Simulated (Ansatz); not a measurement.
CH$_{6}$BGeNSi, SMILES `B[SiH]([GeH3])C#N`, relaxed with RKS PBE-D4/def2-SVP in Ansatz 0.2.0 from a rough embedded geometry. The force threshold is 0.03 eV/Å; the program also tests the step.

The species carries charge 0 and has multiplicity 1.

Start:

```xyz
11

B    -0.168    1.541   -1.110
Si   -0.441    0.412    0.403
Ge    1.352   -0.990    0.561
C    -1.913   -0.626    0.155
N    -2.924   -1.215    0.068
H    -0.946    2.512   -1.234
H     0.149    1.072   -2.160
H    -0.527    1.189    1.594
H     2.703   -0.136    0.704
H     1.502   -1.834   -0.751
H     1.214   -1.925    1.770
```

**Question.** By how much does the energy fall, and how many steps does the optimiser take? (An estimate is asked.)

**Answer.** Computed: 18.39 kcal/mol, in 19 steps, 3 of them rejected.

**Question.** Which bonds change most? (Estimate.)

**Answer.** The calculation gave: Si2–Ge3 from 2.282 to 2.424 Å; B1–Si2 from 1.907 to 1.988 Å; Si2–H8 from 1.425 to 1.502 Å; Ge3–H9 from 1.604 to 1.550 Å.

**Question.** Give the relaxed structure. (An estimate is asked.)

**Answer.** Ansatz gave: 
```xyz
11

B    -0.293    1.537   -1.232
Si   -0.622    0.438    0.391
Ge    1.396   -0.896    0.541
C    -2.007   -0.798    0.225
N    -2.865   -1.591    0.100
H     0.386    2.541   -1.137
H    -0.643    1.155   -2.329
H    -0.808    1.151    1.700
H     2.621    0.034    0.732
H     1.573   -1.729   -0.751
H     1.262   -1.842    1.760
```
